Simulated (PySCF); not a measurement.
## Lanthanum: highly charged ions in a basis for the neutral atom

La⁵⁺ [Kr] 4d10 5s2 5p4, La⁶⁺ [Kr] 4d10 5s2 5p3. All numbers are calculated (PySCF 2.14, a scalar-relativistic core potential, in def2-TZVP with the def2 core potential (46 electrons) (6s4p3d1f, 40 functions)). No spin-orbit coupling, so a gap to NIST mixes the basis error with missing relativistic terms.

Changed run: basis of the neutral atom used for a highly charged ion. This setting is unsound on purpose.

| species | method | sound run (hartree) | changed run (hartree) | converged |
| --- | --- | --- | --- | --- |
| La⁵⁺ | UHF | not run | -25.76594 | yes |
| La⁵⁺ | M06-2X | not run | -25.91232 | yes |
| La⁵⁺ | TPSS | not run | -26.00621 | yes |
| La⁶⁺ | UHF | not run | -23.06202 | yes |
| La⁶⁺ | M06-2X | not run | -23.16702 | yes |
| La⁶⁺ | TPSS | not run | -23.25289 | yes |

Ionisation energy of La⁵⁺:

```csv
method,changed run (eV),NIST (eV)
UHF,73.577,74 ± 2
M06-2X,74.704,74 ± 2
TPSS,74.922,74 ± 2
```

The contracted functions were made for the neutral atom and can be too rigid for a highly charged ion.
